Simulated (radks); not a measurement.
Task: Charge is removed step by step from the 5p3/2 level of the holmium ion Ho2+, starting from [Kr] 4d10 4f11 5s2 5p(1/2: 2, 3/2: 4). Level of theory: Dirac Kohn-Sham, PBE, spin-unpolarised, spherical densities, point nucleus; open shells fill j = l - 1/2 first (a radial shooting solver on a logarithmic mesh with Libxc functionals). At the starting occupation the eigenvalue is -38.585 eV. Estimate the energy to remove one whole electron from this level, the eigenvalue at the end, and how far E(n) bends from a straight line.

Result: Delta-SCF 45.107 eV; final eigenvalue -51.771 eV; the deviation from the straight line is -1.649 eV at 0.5 electron removed, the largest on the grid computed. Slater's transition state (half an electron removed) gives 45.072 eV. Integrating minus the eigenvalue over the occupation (Janak's theorem) gives 45.107 eV. The mean slope of the eigenvalue, de/dn, is 13.2 eV per electron.
